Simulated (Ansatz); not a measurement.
One geometry of Al₆Si₄, several levels of theory.

```yaml
crystal:
  periodic: [false, false, false]
  atoms:
    - {symbol: Al, position_ang: [2.017604, -1.877087, 0.035389]}
    - {symbol: Al, position_ang: [-0.474023, -2.322150, 0.905525]}
    - {symbol: Al, position_ang: [0.958028, 1.835219, 1.976616]}
    - {symbol: Al, position_ang: [-0.174399, -2.143343, -1.684732]}
    - {symbol: Al, position_ang: [-1.660956, 1.937579, 1.558779]}
    - {symbol: Al, position_ang: [-0.091067, 0.190943, -0.042774]}
    - {symbol: Si, position_ang: [1.458611, -0.643726, 2.047932]}
    - {symbol: Si, position_ang: [-0.910931, -0.417010, 2.341585]}
    - {symbol: Si, position_ang: [1.633391, -0.393792, -1.917791]}
    - {symbol: Si, position_ang: [2.391942, 0.747666, 0.150272]}
basis:
  gaussian: {orbitals: def2-TZVP, initial_orbitals: start.molden}
magnetization: {spin_polarized: true, initial_magnetization: 2}
hamiltonian: {xc: r2scan, dispersion: d4}
scf: {omitted_lower_state_checks: [starts]}
output: {orbitals: {seedname: orbitals}}
```

The file start.molden holds the orbitals of an earlier run on this structure, at another level or in another basis.

```sh
$ ansatz run in.yaml --threads 4 --pin off --events-out ev --progress --plain --max-ram 6963MiB
```

It prints (some lines left out):

```
Functional definition: r2SCAN
2562 factors; their error is unknown
mean field evaluation 1: about -71087.2125 eV, gradient 8.7e0 eV
mean field evaluation 2: about -71087.3223 eV, gradient 2.4e-1 eV
mean field evaluation 4: about -71087.2785 eV, gradient 6.4e-2 eV
mean field evaluation 8: about -71087.2786 eV, gradient 2.5e-5 eV
mean field evaluation 16: about -71087.2786 eV, gradient 1.3e-5 eV
mean field -71087.27859102 eV, -2612.4093035321 hartree, gradient 1.3e-5 eV, S^2 2.127225; 0 other end points of the search recorded, 0 dependent functions left out
reference -71087.27861099 eV, -2612.4093042659 hartree; 68, 66 occupied and 302, 304 virtual orbitals, 2562 factors
Total energy: -71087.46179306 eV, -2612.4160360826 hartree
Checks for a lower state left out: starts
```

It took 3.1 min on 4 threads of Arm Neoverse V2 on a shared host, peak host memory 1.6 GiB.

The first input with `hamiltonian: {xc: pbe, dispersion: d4}` (abridged; 35 s):

```
Functional definition: PBE
mean field evaluation 16: about -71057.3424 eV, gradient 1.7e-5 eV
mean field -71057.34238060 eV, -2611.3091680905 hartree, gradient 4.8e-6 eV, S^2 2.027169
Total energy: -71058.24778978 eV, -2611.3424412642 hartree
Checks for a lower state left out: starts
```

The first input with `gaussian: {orbitals: def2-TZVP}`, `hamiltonian: {xc: pbe0, dispersion: d4}` (abridged; 2 min):

```
Functional definition: PBE0
the host lacks memory for fits, so the integrals are decomposed
mean field evaluation 16: about -71062.7326 eV, gradient 1.0e-1 eV
mean field evaluation 32: about -71062.7353 eV, gradient 4.4e-3 eV
mean field evaluation 64: about -71062.7353 eV, gradient 1.4e-5 eV
mean field -71062.73526947 eV, -2611.5073531012 hartree, gradient 5.4e-6 eV, S^2 2.100996
Total energy: -71063.52743248 eV, -2611.5364645545 hartree
Checks for a lower state left out: starts
```

Geometry: r2SCAN-D4/def2-SVP, that of the neutral singlet.

At r2SCAN-D4/def2-TZVP the charge 0 triplet is spin-contaminated (final ⟨S²⟩ up to 2.13, 2.00 for a pure state). At PBE0-D4/def2-TZVP a singlet of charge 0 lies 0.66 eV below the triplet at the same geometry. The structure comes from a short search, and lower isomers may exist.
